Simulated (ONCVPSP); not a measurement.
oxygen (O): excitation energies, all-electron against ONCV

oxygen (O), optimised norm-conserving Vanderbilt (ONCV), made with ONCVPSP 4.0.1 (PBEsol, scalar-relativistic). Core [He], reference 2s2 2p4. Waves: 2s: rc 0.75 bohr, ncon 4, nbas 7, qcut 11 1/bohr, 3 projectors, debl 2.8 Ha; 2p: rc 1.20 bohr, ncon 4, nbas 8, qcut 14.3 1/bohr, 3 projectors, debl 1.5 Ha. Local part: polynomial inside 0.65 bohr (lpopt 5, dvloc0 0 Ha). Core correction: none.

Energies are relative to the spin-unpolarised reference configuration 2s2 2p4; without spin polarisation the order of configurations can differ from experiment.

```json
{"valence configuration": "2s2 2p3", "charge": "+1", "ΔE all-electron (eV)": "16.360", "error AE − PS (meV)": "+2.8"}
{"valence configuration": "2s2 2p2", "charge": "+2", "ΔE all-electron (eV)": "49.837", "error AE − PS (meV)": "+37"}
{"valence configuration": "2s0 2p6", "charge": "0", "ΔE all-electron (eV)": "29.748", "error AE − PS (meV)": "+25"}
```

Question: What are ΔE and the potential's error for 2s2 2p1?

Answer: ΔE = 103.544 eV all-electron; the error (AE − PS) is +185 meV.

Levels in the configuration 2s2 2p3:

| level | all-electron (eV) | pseudo (eV) |
| --- | --- | --- |
| 2s | -39.483 | -39.484 |
| 2p | -24.362 | -24.350 |

Note: ghosts flagged at negative energy: s at -422.0 eV; GHOST(+) flags only above 600 eV. A true bound ghost makes a file unfit for plane-wave use.
